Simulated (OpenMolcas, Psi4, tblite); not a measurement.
# A ladder of methods for C2HF2Ge (SMILES C#[C][Ge]([F])[F])

The species is C2HF2Ge (6 atoms), meant as a doublet with charge 0. As SMILES, `C#[C][Ge]([F])[F]`. Geometry: relaxed at PBE0-D4/def2-TZVP.

Each level gives the vertical energy of the quartet above the doublet (eV). The values are calculated.

| level | kind | program | value (eV) |
| --- | --- | --- | --- |
| GFN1-xTB | semi-empirical | tblite | 5.86 |
| UHF/6-31G* (spherical functions) | Hartree–Fock | OpenMolcas | 4.33 |
| USVWN5/6-31G* (spherical functions) | LDA | OpenMolcas | 5.43 |
| U-revPBE/6-31G* (spherical functions) | GGA | OpenMolcas | 5.13 |
| UM06-L/6-31G* (spherical functions) | meta-GGA | OpenMolcas | 5.09 |
| UTPSS/6-31G* (spherical functions) | meta-GGA | OpenMolcas | 5.05 |
| UBHLYP/6-31G* (spherical functions) | global hybrid | OpenMolcas | 5.02 |
| U-wB97M-V/6-31G* (spherical functions) | range-separated hybrid | Psi4 | 5.40 |
| U-wB97X/6-31G* (spherical functions) | range-separated hybrid | Psi4 | 5.28 |
| UB2PLYP/6-31G* (density fitting for correlation, spherical functions) | double hybrid | Psi4 | 5.43 |

All-electron rows without a relativistic Hamiltonian named are non-relativistic. The values span 4.33 to 5.86 eV.
